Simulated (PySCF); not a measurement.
## Run times: magnesium in aug-cc-pCVTZ-DK

Measured wall times of calculations with PySCF 2.14 in aug-cc-pCVTZ-DK (8s7p5d3f, 75 functions), with scalar relativity by spin-free X2C-1e, run from one Python driver. Hardware: 1 thread of Neoverse-V2 on a shared host, 1.3 GiB allowed. The two-electron integrals over 75 functions were computed once and kept in memory (0.19 CPU seconds with the set-up); the times below exclude them. Kohn-Sham runs start from converged Hartree-Fock orbitals.

Launch command (the driver calls PySCF for each step listed in the task file):

```bash
OMP_NUM_THREADS=1 python atomrun2.py TASK.json OUT
```

```csv
species,step,iterations,wall time (s)
Mg [Ne] 3d2,UHF with spin-orbit constants,3,1.7
Mg [Ne] 3d2,LDA,5,0.64
Mg [Ne] 3d2,PBE,5,0.89
Mg [Ne] 3d2,PBE0,8,1.6
Mg [Ne] 3d2,r2SCAN,8,3.5
Mg [Ne] 3d2,LC-wPBE,10,2.3
Mg [Ne] 3d2,CAM-B3LYP,8,2.1
Mg [Ne] 3d2,MP2 (2 electrons),,0.05
Mg [Ne] 3d2,MP2 (10 electrons),,0.21
Mg [Ne] 3d2,MP2 (12 electrons),,0.25
Mg [Ne] 3s1 3p1,UHF with spin-orbit constants,7,1.7
Mg [Ne] 3s1 3p1,LDA,6,0.75
Mg [Ne] 3s1 3p1,PBE,6,1
Mg [Ne] 3s1 3p1,PBE0,6,1.2
Mg [Ne] 3s1 3p1,r2SCAN,6,2.8
Mg [Ne] 3s1 3p1,LC-wPBE,8,1.9
Mg [Ne] 3s1 3p1,M06,7,3.4
Mg [Ne] 3s1 3p1,r2SCANh,6,2.9
Mg [Ne] 3s1 3p1,CAM-B3LYP,7,1.9
Mg [Ne] 3s1 3p1,MP2 (2 electrons),,0.05
Mg [Ne] 3s1 3p1,MP2 (10 electrons),,0.21
Mg [Ne] 3s1 3p1,MP2 (12 electrons),,0.25
Mg [Ne] 3s1 4s1,UHF,1,0.37
Mg [Ne] 3s1 4s1,LDA,5,0.64
Mg [Ne] 3s1 4s1,PBE,6,1
Mg [Ne] 3s1 4s1,PBE0,6,1.2
Mg [Ne] 3s1 4s1,r2SCAN,6,2.8
Mg [Ne] 3s1 4s1,LC-wPBE,8,1.9
Mg [Ne] 3s1 4s1,M06,7,3.4
Mg [Ne] 3s1 4s1,r2SCANh,6,3
Mg [Ne] 3s1 4s1,CAM-B3LYP,7,1.9
Mg [Ne] 3s1 4s1,MP2 (2 electrons),,0.05
Mg [Ne] 3s1 4s1,MP2 (10 electrons),,0.21
Mg [Ne] 3s1 4s1,MP2 (12 electrons),,0.25
```

(1) Roughly how long does r2SCANh take for Mg [Ne] 3d2 here?

Peak memory of the process: 0.32 GiB. Times on a shared host vary from run to run.

## Answers

(1) About 5 s.
